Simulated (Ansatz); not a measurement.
Ansatz (an electronic-structure program) input:

Ansatz 0.2 input:
```yaml
crystal:
  periodic: [false, false, false]
  atoms:
    - {symbol: Lu, position_ang: [-0.00000000, -0.00000000, -0.21590825]}
    - {symbol: F, position_ang: [0.00000000, 0.00000000, 1.70327618]}
basis:
  gaussian:
    orbitals: def2-TZVP
hamiltonian:
  xc: b3lyp
  dispersion: d3bj
phonons: {temperatures: {t_min: 298.15, t_max: 298.15, t_step: 100}}
```

### Question
Which total energy does the run end on?

### Answer
-1336.24263 Eh (B3LYP-D3(BJ)/def2-TZVP). The basis has 127 functions. The run takes roughly 60 core-seconds.
